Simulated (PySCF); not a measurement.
W(O)2(OH)2, SMILES [O]=[W](=[O])([OH])[OH], PBE0/def2-SVP optimised geometry. Atoms within 1.6 Å of the plane z = 0.0 Å (x, y, z in Å): W1 (-0.98, -0.80, 0.00), O2 (-1.57, 0.80, 0.00), O3 (-1.57, -1.50, -1.44), O4 (-1.64, -1.74, 1.49), O6 (0.90, -0.80, 0.00), H7 (1.57, -0.43, -0.58).

Computed with PBE0/def2-TZVP, def2 effective core potentials past Kr run with PySCF. The core electrons that the potentials of W replace are not part of the density. Cells within 0.4 Å of a nucleus heavier than hydrogen are left out (blank, or x).

Map of the log10 of the electron density (e/bohr³), floored at −4 on the plane z = 0.0 Å:

```
|00000000000000000000000000000|
|00000000000000000000000000000|
|00000000000000000000000000000|
|00000000000000000000000000000|
|00000000010000000000000000000|
|00000112222110000000000000000|
|00001233333321000000000000000|
|00012344554432100000000000000|
|00123456666543210000000000000|
|00124567887654321100000000000|
|00234678xx8765332221100000000|
|01234679xx9865433332211000000|
|01234679xx9865544444332100000|
|01234578998776556665543200000|
|00234567888877667776653210000|
|00124566899998778988754310000|
|0012345689xx9878xxx8764310000|
|0012345689xx9988xxx8764310000|
|0012345689xx98789x98754210000|
|00123456789987678887653210000|
|00123455677776666766543100000|
|00123445566655555554432100000|
|00012344555444444443321000000|
|00012233444433322222210000000|
|00001223333322211111000000000|
|00000112222211000000000000000|
|00000001111100000000000000000|
|00000000000000000000000000000|
|00000000000000000000000000000|
```
Scale: ten equal steps from -4.00 (start of '0') to -0.019 (end of '9'), in the order '0123456789'; x runs from -4.00 to 4.00, y from -4.00 (bottom) to 4.00 (top).
